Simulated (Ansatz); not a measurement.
Total energies of SiHMe2(NMe2) (C4H13NSi) from Ansatz at PBE-D4/def2-TZVP, gas phase (1 Eh = 27.2114 eV = 2625.5 kJ/mol). The reference geometry is relaxed at PBE-D4/def2-SVP.

```csv
state,geometry,energy (Eh)
charge 0 singlet,reference,-504.17560
charge 1 doublet,reference,-503.88992
free Si atom (triplet),–,-289.22285
free H atom (doublet),–,-0.49962
free C atom (triplet),–,-37.79597
free N atom (quartet),–,-54.53214
```

Work out the vertical ionisation energy to the doublet.

E(charge 1 doublet) − E(charge 0 singlet) = -503.88992 − (-504.17560) = 0.28568 Eh = 7.77 eV. For comparison, −ε of the highest occupied level is 4.77 eV at this level, 3.00 eV less.

What is the binding energy per atom against free atoms?

Atoms: 1 × (-289.22285) + 13 × (-0.49962) + 4 × (-37.79597) + 1 × (-54.53214) = -501.43393 Eh. Binding: -501.43393 − (-504.17560) = 2.74167 Eh = 74.60 eV, or 3.93 eV for each of 19 atoms (no zero-point energy, no counterpoise term).
